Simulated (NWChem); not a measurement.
Species: MnH₂O₂, sextet; SMILES [OH][Mn][OH]

```xyz
5

Mn     0.0000     0.0000     0.0176
O      0.0415     1.8053    -0.0726
H     -0.4789     2.4824     0.3611
O     -0.0415    -1.8053    -0.0726
H      0.4789    -2.4824     0.3611
```
Atoms are numbered in this order, from 1.

Computed with NWChem. Spin-unrestricted. Coordinates come from a PBE0/def2-SVP, spin-unrestricted optimisation. The spin multiplicity was typed, not searched, and may not be the lowest. No stability test was run on the SCF state. Level M06-2X/def2-SVP: energy and gradient on several grids; changes count from the extra-fine grid, which is no exact limit either.

**Question.** Which is the coarsest grid (xfine; coarse; xcoarse; fine; medium) from which on the energy stays within 500 μHa and each gradient component within 500 μHa/bohr of xfine?

**Answer.** coarse.
```json
[
 {"grid": "xcoarse", "size of the energy change (μHa)": "20000", "largest change of a gradient component (μHa/bohr)": "3000", "time, medium = 1 (rough)": "about 1"},
 {"grid": "coarse", "size of the energy change (μHa)": "< 10", "largest change of a gradient component (μHa/bohr)": "300", "time, medium = 1 (rough)": "about 1"},
 {"grid": "medium", "size of the energy change (μHa)": "40", "largest change of a gradient component (μHa/bohr)": "30", "time, medium = 1 (rough)": "about 1"},
 {"grid": "fine", "size of the energy change (μHa)": "< 10", "largest change of a gradient component (μHa/bohr)": "< 30", "time, medium = 1 (rough)": "about 1"},
 {"grid": "xfine", "size of the energy change (μHa)": "< 10", "largest change of a gradient component (μHa/bohr)": "< 30", "time, medium = 1 (rough)": "2"}
]
```
